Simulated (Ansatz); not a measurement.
Geometry optimisation, RKS r2SCAN-D4/6-31G* (Ansatz).

Input:

```yaml
crystal:
  periodic: [false, false, false]
  atoms:
    - { symbol: Si, position_ang: [0.1958, 0.028111, -0.031466] }
    - { symbol: H, position_ang: [0.237483, -0.067932, 1.431642] }
    - { symbol: F, position_ang: [1.706736, 0.069512, -0.558874] }
    - { symbol: F, position_ang: [-0.475334, 1.413399, -0.47796] }
    - { symbol: H, position_ang: [-0.482032, -1.110024, -0.687065] }
    - { symbol: "N", position_ang: [-2.493551, -0.060878, 1.356294] }
    - { symbol: H, position_ang: [-2.676006, -0.701611, 0.58819] }
    - { symbol: H, position_ang: [-2.399969, 0.873911, 0.965997] }
    - { symbol: H, position_ang: [-1.584426, -0.312889, 1.781942] }
basis:
  gaussian: { orbitals: "6-31G*" }
hamiltonian:
  xc: r2scan
  dispersion: d4
relax:
  f_tol: 0.03
  max_steps: 50
output:
  orbitals: {}
```

Run as:

```bash
$ ansatz run input.yaml --threads 2 --pin off --max-ram 3072MiB --backend cpu --events-out ev --progress --plain --runs-dir out
```

Q: Where does it end, and by what steps?

A: It converged. The force dipped under the threshold on the way, but the program's further checks kept it going. After 8 steps the energy has fallen by 0.132 eV; H9 moved furthest, 0.55 Å.

| step | energy less start (eV) | largest force component (eV/Å) | accepted |
| --- | --- | --- | --- |
| 0 | 0.0000 | 1.001 | yes |
| 1 | -0.0933 | 0.481 | yes |
| 2 | -0.1232 | 0.266 | yes |
| 3 | -0.0471 | 1.217 | no |
| 4 | -0.1300 | 0.043 | yes |
| 5 | -0.1311 | 0.034 | yes |
| 6 | -0.1318 | 0.006 | yes |
| 7 | -0.1320 | 0.043 | yes |
| 8 | -0.1321 | 0.023 | yes |

```xyz
9
Properties=species:S:1:pos:R:3
Si 0.353 0.025 -0.079
H 0.567 -0.121 1.377
F 1.782 0.151 -0.786
F -0.434 1.393 -0.367
H -0.373 -1.103 -0.702
N -2.718 -0.011 1.336
H -2.727 -0.755 0.642
H -2.362 0.827 0.883
H -2.060 -0.275 2.065
```

Whether the end is a true minimum wasn't checked by a vibrational analysis.

Time of the run: 21 s on 2 threads of Arm Neoverse V1, on a shared host, peak memory 0.15 GiB.
